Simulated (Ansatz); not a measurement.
A made-up structure of SnSiH5 (charge -1), closed shell:

```
atom    x (Å)    y (Å)    z (Å)
 Si1   0.3218  -1.8109  -0.1760
 Sn2   0.1616   0.7831  -0.1698
  H3   0.9076   1.2598   1.2816
  H4  -1.1972  -1.9300  -0.3801
  H5  -0.0832   1.5208  -1.7371
  H6  -1.0354   1.6633   0.7632
  H7   1.6103   1.6198   0.3422
```

It is relaxed with PBE-D4/def2-SVPD and then PBE0-D4/def2-TZVPD (Ansatz 0.2.0). Atoms count as bonded within 1.22 times the sum of their covalent radii (H–H: 0.88 Å). The end point is not checked to be a true minimum.

(1) Does its bonding change? (Judge from chemistry; the calculation decides.)

Results:

(1) The calculation gives: Yes. Formed: Si1–H3; broken: Sn2–H3.

Where it ends: The first stage lowers the energy by 4.51 eV in 15 steps. It ends as SnSiH₅ ([SiH2][SnH3]), total charge -1:
```
7
angstrom
Si 0.6026 -1.3211 0.2013
Sn 0.1675 1.1784 -0.3617
H 0.5773 -1.0128 1.7070
H -0.9027 -1.6251 0.1335
H -0.2211 1.5100 -2.0353
H -1.0764 2.1325 0.4263
H 1.5385 2.2441 -0.1470
```

Labels in which every atom is bracketed show which atoms are joined, not bond orders.

For scale, one of the runs: PBE0-D4/def2-TZVPD relaxation, 144 basis functions, launched by `ansatz run in.yaml --threads 2 --pin off --events-out ev --progress --plain --max-ram 4352MiB`. The run took about 24 s on 2 CPU threads of an Arm Neoverse V1 (shared host).
